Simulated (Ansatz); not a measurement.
Cd2Se3⁻. Charge -1, multiplicity 2. Geometry r2SCAN-D4/def2-SVPD.

```csv
atom,x (Å),y (Å),z (Å)
Cd1,0.303,2.219,-0.558
Cd2,1.473,-2.112,0.119
Se3,0.252,0.531,1.740
Se4,-1.476,-0.400,0.432
Se5,-0.552,-0.238,-1.733
```

In the def2 sets Cd takes a core potential; there is no spin–orbit coupling. Another isomer (doublet) lies 1.06 eV lower at PBE0-D4/def2-TZVPD; other spin states weren't run for this one.

(1) Estimate the α-spin orbital energies around the gap (eV) in Ansatz with HF/def2-TZVPD, PBE-D4/def2-TZVPD, BLYP-D4/def2-TZVPD, r2SCAN-D4/def2-TZVPD, PBE0-D4/def2-TZVPD.

## Answers

(1) 
```csv
orbital,HF/def2-TZVPD,PBE-D4/def2-TZVPD,BLYP-D4/def2-TZVPD,r2SCAN-D4/def2-TZVPD,PBE0-D4/def2-TZVPD
HOMO−9,-15.27,-7.48,-7.35,-7.87,-9.60
HOMO−8,-8.70,-4.91,-4.70,-5.25,-5.96
HOMO−7,-8.23,-4.67,-4.44,-4.99,-5.87
HOMO−6,-8.16,-4.29,-4.08,-4.60,-5.49
HOMO−5,-6.30,-2.94,-2.76,-3.21,-3.97
HOMO−4,-5.79,-2.24,-2.03,-2.53,-3.34
HOMO−3,-4.92,-1.57,-1.40,-1.82,-2.58
HOMO−2,-4.55,-1.50,-1.39,-1.69,-2.36
HOMO−1,-3.60,-1.00,-0.86,-1.23,-1.78
HOMO,-2.59,-0.26,-0.11,-0.53,-1.12
LUMO,3.70,1.14,1.23,1.28,1.90
LUMO+1,3.70,1.54,1.65,1.71,2.25
LUMO+2,4.05,2.13,2.27,2.28,2.61
LUMO+3,4.28,2.64,2.73,2.95,3.14
LUMO+4,4.53,2.70,2.79,2.96,3.21
LUMO+5,4.66,2.76,2.80,3.21,3.24
β HOMO,-2.62,-0.83,-0.73,-0.94,-1.47
β LUMO,3.31,0.14,0.23,0.17,0.66
```
